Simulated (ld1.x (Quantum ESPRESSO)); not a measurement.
Co (Z = 27), TM: configuration errors across variants

- Element: Co (Z = 27)
- Generator: ld1.x (Quantum ESPRESSO) 7.5
- Type: norm-conserving Troullier–Martins (Kleinman–Bylander form)
- Functional: BP86
- Relativity: scalar-relativistic
- Frozen core: [Ne]
- Valence charge: 17
- Reference configuration: 3s2 3p6 3d7 4s1.75 4p0.25
- Partial waves: 3s (bound): rc 0.75 bohr; 3p (bound): rc 1.15 bohr; 3d (bound): rc 1.30 bohr
- Local potential: the d channel
- Core correction: none

Occupied shells without a wave of their own: 4p, 4s. They enter only through the test configuration that unscreens the potential.

All-electron excitation energies from the reference (eV): (1) 3s2 3p6 3d7 4s2 4p0 -1.075; (2) 3s2 3p6 3d7 4s1 4p0 8.150; (3) 3s2 3p6 3d7 4s0 4p0 25.035; (4) 3s1 3p6 3d7 4s2 4p0 109.528; (5) 3s2 3p6 3d7 4s0 4p2 7.976; (6) 3s2 3p6 3d8 4s0 4p0 5.587; (7) 3s2 3p5 3d7 4s2 4p0 72.558.

For the base: The 4p, 4s levels have no wave, so the channel is fitted at the deeper level alone: the likely source of the large errors.

2 further variants failed, have other tests or too few solved ones, and are left out.

The file “wave 3d (bound): rc 1.30 bohr becomes 3d (bound): rc 1.46 bohr” misses its own reference levels by 0.3 eV. The file “all radii scaled by about 1.36 (s 1.02, p 1.56, d 1.78 bohr)” misses its own reference levels by 0.3 eV.

Errors AE − PS in meV (a dash: test not solved or not reliable):

```csv
change,(1),(2),(3),(4),(5),(6),(7),bound ghosts
base,-19,+161,+429,-92,+125,+277,-64,none
wave 3s (bound): rc 0.75 bohr becomes 3s (bound): rc 0.62 bohr,-16,+150,+395,-82,+102,+259,-54,none
wave 3d (bound): rc 1.30 bohr becomes 3d (bound): rc 1.46 bohr,-46,+347,+930,-174,+308,+602,-137,none
"all radii scaled by about 1.36 (s 1.02, p 1.56, d 1.78 bohr)",+32,+264,+402,+260,-529,+578,+380,none
local potential the s channel,+9.6,-50,-142,-60,-73,-78,-39,none
```

Give the same row for: wave 3p (bound): rc 1.15 bohr becomes 3p (bound): rc 1.78 bohr.

-7.5, +186, +470, -75, +4.7, +291, +54; bound ghosts: none.
